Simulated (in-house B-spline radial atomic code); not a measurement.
Configurations of Eu IX (Eu8+), with energies counted from [Kr] 4d10 4f5 5s2 5p2. All numbers are computed (Dirac-Hartree-Fock, average of configuration; Fermi nucleus of rms radius 5.1115 fm) with a radial B-spline atomic code at the basis-set limit, not measured. Energies include first-order Breit, QED and recoil terms.

Occupations are held fixed; configurations that lie above the ionisation limit could autoionise.

```csv
configuration,E - E(ref) (eV),highest orbital,its <r> (bohr)
[Kr] 4d10 4f5 5s2 5p1 5d1,36.577,5d5/2,1.676
[Kr] 4d10 4f5 5s2 5p1 6s1,53.693,6s1/2,2.378
[Kr] 4d10 4f5 5s2 5p1 6d1,77.552,6d5/2,3.072
[Kr] 4d10 4f4 5s2 5p2 7g1,108.14,7g7/2,6.807
[Kr] 4d10 4f5 5s2 5p1 9d1,113.37,9d5/2,9.115
[Kr] 4d9 4f6 5s2 5p2,142.34,5p3/2,1.402
[Kr] 4d9 4f5 5s2 5p2 6s1,193.88,6s1/2,2.352
```

Q: Order these further configurations by energy, lowest first.
A. [Kr] 4d10 4f4 5s2 5p2 7d1
B. [Kr] 4d9 4f5 5s2 5p2 7g1
C. [Kr] 4d9 4f5 5s2 5p2 8g1
D. [Kr] 4d9 4f5 5s2 5p2 9g1
E. [Kr] 4d10 4f4 5s2 5p2 6d1

A: E (75.199 eV), A (94.265 eV), B (251.03 eV), C (256.45 eV), D (260.17 eV).

Q: How far above the reference does [Kr] 4d10 4f5 5s2 5p1 8g1 lie?

A: 115.38 eV; its least bound orbital is 8g7/2 with <r> = 9.306 bohr.

Q: How far above the reference does [Kr] 4d9 4f5 5s2 5p2 6g1 lie?

A: 242.71 eV; its least bound orbital is 6g7/2 with <r> = 4.682 bohr.

Q: How far above the reference does [Kr] 4d10 4f5 5s2 5p1 8d1 lie?

A: 106.83 eV; its least bound orbital is 8d5/2 with <r> = 6.77 bohr.
